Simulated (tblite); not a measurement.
Compound: C₇H₁₁NSi₂.
SMILES with atom numbers: `[CH3:1][CH2:2][C:3]1=[CH:4][SiH2:5][CH:6]=[CH:7][Si@@H:8]1[C:9]#[N:10]` (hydrogens: H11, H12, H13 on C1; H14, H15 on C2; H16 on C4; H17, H18 on Si5; H19 on C6; H20 on C7; H21 on Si8)

Computed with GFN2-xTB (tblite), gas phase: L-BFGS steps from a force-field or distance-geometry start until the largest atomic force falls under 0.01 eV/Å.

The end geometry, which sets the zero of energy:
```
atom  x, y, z in Å
C1     -2.8152   -0.4511   -0.2991
C2     -1.8697   -0.0266    0.8242
C3     -0.4321   -0.1824    0.4063
C4      0.2982   -1.2222    0.8170
Si5     2.0867   -1.5826    0.3712
C6      2.8111   -0.1328   -0.5867
C7      2.1173    0.9219   -1.0079
Si8     0.2744    1.1469   -0.7321
C9      0.0338    2.7732    0.1704
N10    -0.1211    3.7620    0.7283
H11    -3.8495   -0.3682    0.0266
H12    -2.6237   -1.4844   -0.5820
H13    -2.6791    0.1774   -1.1759
H14    -2.0676    1.0167    1.0834
H15    -2.0685   -0.6399    1.7075
H16    -0.1761   -1.9422    1.4804
H17     2.1528   -2.7876   -0.4727
H18     2.8717   -1.7899    1.5972
H19     3.8748   -0.1761   -0.8002
H20     2.6254    1.7123   -1.5522
H21    -0.4528    1.2926   -2.0041
```

Problem. These geometries come from the run, each turned onto the end geometry. Order them by energy, lowest first.
A.
```
atom  x, y, z in Å
C1     -2.8333   -0.4731   -0.2910
C2     -1.8719   -0.0402    0.8184
C3     -0.4260   -0.1665    0.4140
C4      0.2939   -1.2326    0.7681
Si5     2.0944   -1.5940    0.3776
C6      2.8013   -0.1485   -0.5939
C7      2.1270    0.9355   -0.9649
Si8     0.2952    1.2055   -0.6640
C9      0.0438    2.8605    0.1674
N10    -0.1101    3.8806    0.6672
H11    -3.8551   -0.4067    0.0742
H12    -2.6366   -1.5010   -0.5857
H13    -2.7386    0.1579   -1.1720
H14    -2.0746    1.0053    1.0647
H15    -2.0476   -0.6667    1.6982
H16    -0.2081   -1.9885    1.3645
H17     2.2093   -2.8326   -0.4127
H18     2.8550   -1.7679    1.6234
H19     3.8486   -0.2234   -0.8672
H20     2.6424    1.6974   -1.5404
H21    -0.4179    1.3159   -1.9464
```
B.
```
atom  x, y, z in Å
C1     -2.8275   -0.4741   -0.2879
C2     -1.8679   -0.0355    0.8180
C3     -0.4262   -0.1724    0.4060
C4      0.2849   -1.2417    0.7746
Si5     2.0880   -1.5896    0.3784
C6      2.8109   -0.1492   -0.5980
C7      2.1348    0.9336   -0.9758
Si8     0.2986    1.1865   -0.6815
C9      0.0489    2.8413    0.1731
N10    -0.1106    3.8660    0.6605
H11    -3.8549   -0.4070    0.0658
H12    -2.6297   -1.5035   -0.5823
H13    -2.7261    0.1627   -1.1628
H14    -2.0856    1.0015    1.0835
H15    -2.0568   -0.6518    1.7005
H16    -0.2214   -1.9930    1.3779
H17     2.2032   -2.8229   -0.4159
H18     2.8519   -1.7624    1.6240
H19     3.8600   -0.2161   -0.8697
H20     2.6449    1.7128   -1.5346
H21    -0.4283    1.3318   -1.9541
```
C.
```
atom  x, y, z in Å
C1     -2.8116   -0.4605   -0.2912
C2     -1.8686   -0.0272    0.8316
C3     -0.4324   -0.1786    0.4062
C4      0.2857   -1.2383    0.7871
Si5     2.0800   -1.5909    0.3623
C6      2.8051   -0.1422   -0.5963
C7      2.1184    0.9248   -0.9977
Si8     0.2769    1.1606   -0.7197
C9      0.0433    2.7989    0.1679
N10    -0.1008    3.8010    0.7048
H11    -3.8469   -0.3943    0.0369
H12    -2.6062   -1.4906   -0.5768
H13    -2.6844    0.1712   -1.1678
H14    -2.0754    1.0148    1.0900
H15    -2.0609   -0.6437    1.7150
H16    -0.1990   -1.9667    1.4339
H17     2.1758   -2.8151   -0.4505
H18     2.8413   -1.7487    1.6109
H19     3.8671   -0.1885   -0.8178
H20     2.6310    1.7163   -1.5359
H21    -0.4472    1.3147   -1.9933
```
D.
```
atom  x, y, z in Å
C1     -2.8424   -0.4783   -0.2985
C2     -1.8557   -0.0382    0.7982
C3     -0.4075   -0.1694    0.3815
C4      0.3135   -1.2418    0.7549
Si5     2.1100   -1.6171    0.3872
C6      2.7773   -0.1624   -0.5958
C7      2.1116    0.9111   -0.9797
Si8     0.2871    1.2623   -0.6659
C9      0.0423    2.9437    0.1901
N10    -0.1242    3.9580    0.7101
H11    -3.8586   -0.4096    0.0716
H12    -2.6542   -1.5116   -0.5897
H13    -2.7628    0.1564   -1.1770
H14    -2.0769    0.9983    1.0853
H15    -2.0498   -0.6369    1.6831
H16    -0.1298   -2.0224    1.3651
H17     2.2084   -2.8430   -0.4221
H18     2.8649   -1.7681    1.6422
H19     3.8330   -0.2719   -0.8256
H20     2.6140    1.6967   -1.5410
H21    -0.4094    1.2612   -1.9746
```
E.
```
atom  x, y, z in Å
C1     -2.8232   -0.4681   -0.2872
C2     -1.8727   -0.0329    0.8302
C3     -0.4336   -0.1766    0.4061
C4      0.2831   -1.2422    0.7741
Si5     2.0845   -1.5858    0.3701
C6      2.8083   -0.1498   -0.6055
C7      2.1286    0.9275   -0.9909
Si8     0.2902    1.1729   -0.6989
C9      0.0566    2.8179    0.1720
N10    -0.1100    3.8373    0.6676
H11    -3.8570   -0.4066    0.0490
H12    -2.6145   -1.4964   -0.5776
H13    -2.7067    0.1657   -1.1641
H14    -2.0804    1.0090    1.0895
H15    -2.0607   -0.6504    1.7152
H16    -0.2043   -1.9894    1.3978
H17     2.1898   -2.8133   -0.4321
H18     2.8417   -1.7443    1.6219
H19     3.8657   -0.2167   -0.8419
H20     2.6420    1.7200   -1.5265
H21    -0.4364    1.3393   -1.9694
```

Solution. C (0.003 eV), E (0.006 eV), B (0.012 eV), A (0.023 eV), D (0.136 eV).

In the order of the answer:

| step | E above end (eV) | largest force (eV/Å) | rms force component (eV/Å) | rms distance from end (Å) | rms bond change (Å) | bond most changed (Å) |
| --- | --- | --- | --- | --- | --- | --- |
| 29 | 0.003 | 0.04 | 0.013 | 0.028 | 0.001 | Si8–C9 +0.002 |
| 19 | 0.006 | 0.07 | 0.019 | 0.047 | 0.001 | Si5–H17 -0.002 |
| 12 | 0.012 | 0.08 | 0.028 | 0.059 | 0.001 | Si8–C9 +0.004 |
| 8 | 0.023 | 0.23 | 0.061 | 0.066 | 0.002 | Si8–C9 -0.006 |
| 2 | 0.136 | 0.83 | 0.227 | 0.088 | 0.009 | Si8–C9 +0.027 |

The cost below is that of the whole relaxation. The run took 0.49 s on Arm Neoverse V2, one thread, on a shared host.
